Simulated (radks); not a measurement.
The numbers below are computed, except where a source is named.
Neutral phosphorus inside a hard spherical wall (all orbitals vanish at R), configuration held at [Ne] 3s2 3p3 and not refilled when levels cross. Level of theory: non-relativistic Kohn-Sham, r2SCAN, spin-polarised, spherical densities, point nucleus; open shells are filled with parallel spins first; meta-GGA in the generalised Kohn-Sham scheme (a radial shooting solver on a logarithmic mesh with Libxc functionals). Eigenvalues in eV for spin up, with the zero of energy where the potential of the charges vanishes at infinity; a dash marks a level that is unbound or too diffuse for the functional's potential to be trusted. A positive occupied level is held by the wall or, in an anion where self-interaction has pushed it up, behind a barrier. The pressure on the wall is -dE/dV.

\begin{tabular}{lrrrrrrrrr}
R (bohr) & E (hartree) & kinetic (hartree) & e(2s) & e(2p) & e(3s) & e(3p) & e(4s, empty) & e(4p, empty) & pressure (GPa) \\ \hline
free & -341.25005 & 340.798 & -177.03 & -126.61 & -15.612 & -6.696 & - & - & 0 \\
20 & -341.25005 & 340.798 & -177.03 & -126.61 & -15.612 & -6.696 & - & - & < 0.0001 \\
15 & -341.25005 & 340.798 & -177.03 & -126.61 & -15.612 & -6.696 & 0.202 & 1.037 & < 0.0001 \\
10 & -341.25000 & 340.798 & -177.02 & -126.60 & -15.608 & -6.692 & 0.911 & 2.617 & 0.00145 \\
8 & -341.24930 & 340.805 & -176.96 & -126.54 & -15.567 & -6.649 & 2.043 & 4.686 & 0.0393 \\
5 & -341.19327 & 341.158 & -174.98 & -124.56 & -14.341 & -5.203 & 11.483 & 17.317 & 7.84 \\
4 & -340.99474 & 342.102 & -171.04 & -120.61 & -11.794 & -2.053 & 25.529 & 33.229 & 57.7 \\
3.5 & -340.69438 & 343.300 & -166.94 & -116.50 & -8.801 & 1.624 & 40.175 & 48.925 & 169 \\
2.5 & -338.34668 & 350.618 & -149.17 & -98.641 & 9.435 & 22.826 & 115.17 & 124.64 & 1920 \\
2 & -333.93491 & 362.078 & -130.49 & -79.762 & 39.736 & 55.409 & 218.47 & 223.50 & 8430 \\
\end{tabular}
